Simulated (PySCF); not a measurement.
## Excitation energy of Ir⁺ by level of theory

Ir⁺ [Xe] 4f14 5d7 6s1 (5F) → Ir⁺ [Xe] 4f14 5d6 6s2 (5D), as a difference of total energies. Calculation: PySCF 2.14, in aug-cc-pVTZ-PP with ECP60MDF (6s6p5d3f2g, 88 functions); scalar relativity through the core potential. Correlated levels: valence: 5s2 5p6 frozen. The calculations carry no spin-orbit coupling.

```csv
method,excitation energy (cm⁻¹)
UHF,19231
MP2 (valence),17818
SCS-MP2 (valence),17600
CCSD (valence),17556
CCSD(T) (valence),17282
```
